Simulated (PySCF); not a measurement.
H9Si4, SMILES [SiH3][SiH2][SiH][SiH3] (connectivity only; charge and spin as stated), charge +1, multiplicity 1.

The structure is a stationary point at B3LYP-D3(BJ)/def2-SVP. The multiplicity is an assumed one; other spin states were not compared. The isomer is the one that the SMILES or the coordinates give; other isomers of the formula were not compared. The values are those of a single conformer.

The numbers are results of CAM-B3LYP/def2-TZVP (PySCF), not measurements.

Gas-phase values at a fixed geometry.

```json
{
 "total_energy": "-1163.10731 hartree",
 "highest_occupied_level": "-13.62 eV",
 "lowest_empty_level": "-7.44 eV",
 "orbital_gap": "6.18 eV",
 "dipole_moment_about_the_centre_of_nuclear_charge": "2.04 D",
 "mean_static_polarisability": "115.4 bohr³ (17.10 Å³)",
 "polarisability_principal_values": "93.2, 103.0, 149.9 bohr³"
}
```
